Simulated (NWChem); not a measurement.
System: CH₆FNOSi; SMILES NC[Si@@H](O)F

The following NWChem deck was run.

```
start job
memory heap 200 mb stack 900 mb global 1100 mb
geometry units angstroms noautosym nocenter noautoz
  N     -0.021516    -2.291774     0.045321
  C     -0.811305    -1.086457    -0.299771
  Si    -0.023601     0.516618     0.279570
  O      1.442738     0.601314    -0.488977
  F     -0.929446     1.804032    -0.099356
  H      0.088376    -2.360201     1.056536
  H      0.918848    -2.200225    -0.336730
  H     -0.945777    -1.066278    -1.388727
  H     -1.818937    -1.201070     0.119419
  H      0.160358     0.554139     1.757252
  H      2.068758     1.272311    -0.184158
end
basis spherical
  * library 6-31g*
end
dft
  xc b3lyp
  iterations 150
end
cosmo
  do_cosmo_smd true
  solvent toluene
end
task dft energy
```

Excerpt of the output:

```
             Northwest Computational Chemistry Package (NWChem) 7.3.0
             --------------------------------------------------------

                             Geometry "geometry" -> ""
                             -------------------------

 Output coordinates in angstroms (scale by  1.889725989 to convert to a.u.)

  No.       Tag          Charge          X              Y              Z
 ---- ---------------- ---------- -------------- -------------- --------------
    1 N                    7.0000    -0.02151600    -2.29177400     0.04532100
    2 C                    6.0000    -0.81130500    -1.08645700    -0.29977100
    3 Si                  14.0000    -0.02360100     0.51661800     0.27957000
    4 O                    8.0000     1.44273800     0.60131400    -0.48897700
    5 F                    9.0000    -0.92944600     1.80403200    -0.09935600
    6 H                    1.0000     0.08837600    -2.36020100     1.05653600
    7 H                    1.0000     0.91884800    -2.20022500    -0.33673000
    8 H                    1.0000    -0.94577700    -1.06627800    -1.38872700
    9 H                    1.0000    -1.81893700    -1.20107000     0.11941900
   10 H                    1.0000     0.16035800     0.55413900     1.75725200
   11 H                    1.0000     2.06875800     1.27231100    -0.18415800

 Effective nuclear repulsion energy (a.u.)     249.4514735767

                                 NWChem DFT Module
                                 -----------------

 Summary of "ao basis" -> "ao basis" (spherical)
 ------------------------------------------------------------------------------
       Tag                 Description            Shells   Functions and Types
 ---------------- ------------------------------  ------  ---------------------
 N                           6-31g*                  6       14   3s2p1d
 C                           6-31g*                  6       14   3s2p1d
 Si                          6-31g*                  8       18   4s3p1d
 O                           6-31g*                  6       14   3s2p1d
 F                           6-31g*                  6       14   3s2p1d
 H                           6-31g*                  2        2   2s

 in cosmo_initialize ...
 calling solv_data for solv:toluene

[...]

                                COSMO-SMD solvation results
                                ---------------------------

             internal energy in gas <Psi(g)|H|Psi(g)> =      -561.114118100684
         internal energy in solvent <Psi(s)|H|Psi(s)> =      -561.113785473839
                               delta internal energy  =         0.000332626845 (    0.21 kcal/mol)
   total free energy in solvent <Psi(s)|H+V/2|Psi(s)> =      -561.121066233768
 polarization energy contribution <Psi(s)|V/2|Psi(s)> =        -0.007280759928 (   -4.57 kcal/mol)
    total free energy in solvent including G(SMD-CDS) =      -561.120884957827
                       G(SMD-CDS) energy contribution =         0.000181275941 (    0.11 kcal/mol)
     1 M fixed-concentration free energy of solvation =        -0.006766857143 (   -4.25 kcal/mol)

                       DFT Final Molecular Orbital Analysis
                       ------------------------------------

 Vector   23  Occ=2.000000D+00  E=-3.383353D-01
              MO Center=  7.3D-01,  3.5D-01, -1.2D-01, r^2= 2.8D+00
   Bfn.  Coefficient  Atom+Function         Bfn.  Coefficient  Atom+Function
  ----- ------------  ---------------      ----- ------------  ---------------
    50      0.410505   4 O  py               54      0.299658   4 O  py
    49     -0.249530   4 O  px               53     -0.185817   4 O  px
    37     -0.175973   3 Si pz               65      0.170441   5 F  pz
    84     -0.158479  10 H  s                83     -0.130968  10 H  s
    69      0.127735   5 F  pz               19      0.110569   2 C  pz

 Vector   24  Occ=2.000000D+00  E=-3.252141D-01
              MO Center=  7.7D-01,  4.6D-01,  1.6D-01, r^2= 2.8D+00
   Bfn.  Coefficient  Atom+Function         Bfn.  Coefficient  Atom+Function
  ----- ------------  ---------------      ----- ------------  ---------------
    51      0.452303   4 O  pz               55      0.335277   4 O  pz
    84     -0.323182  10 H  s                83     -0.204031  10 H  s
    37     -0.170704   3 Si pz               50     -0.162331   4 O  py
    54     -0.124907   4 O  py               65      0.104003   5 F  pz
    44     -0.091249   3 Si d  0             41      0.087945   3 Si pz

 Vector   25  Occ=2.000000D+00  E=-2.272270D-01
              MO Center= -2.2D-01, -1.8D+00, -2.9D-02, r^2= 2.2D+00
   Bfn.  Coefficient  Atom+Function         Bfn.  Coefficient  Atom+Function
  ----- ------------  ---------------      ----- ------------  ---------------
     4      0.406773   1 N  py                8      0.373509   1 N  py
     3      0.226654   1 N  px                6     -0.209436   1 N  s
    18     -0.198092   2 C  py               34     -0.195386   3 Si s
     7      0.188791   1 N  px                5      0.178050   1 N  pz
    36      0.171761   3 Si py                9      0.148751   1 N  pz

 Vector   26  Occ=0.000000D+00  E= 4.186637D-02
              MO Center=  9.7D-01,  7.5D-01,  1.2D-01, r^2= 4.5D+00
   Bfn.  Coefficient  Atom+Function         Bfn.  Coefficient  Atom+Function
  ----- ------------  ---------------      ----- ------------  ---------------
    52      0.856856   4 O  s                39     -0.709691   3 Si px
    86     -0.590063  11 H  s                38     -0.356322   3 Si s
    78     -0.291138   7 H  s                 6      0.276147   1 N  s
    82     -0.252369   9 H  s                40     -0.239396   3 Si py
    35     -0.207374   3 Si px               54      0.183666   4 O  py

[...]
```

Level: B3LYP/6-31G* (spherical d), SMD on the gas-phase geometry. The geometry was optimised at B3LYP/6-31G* (spherical d). Solvent: toluene.
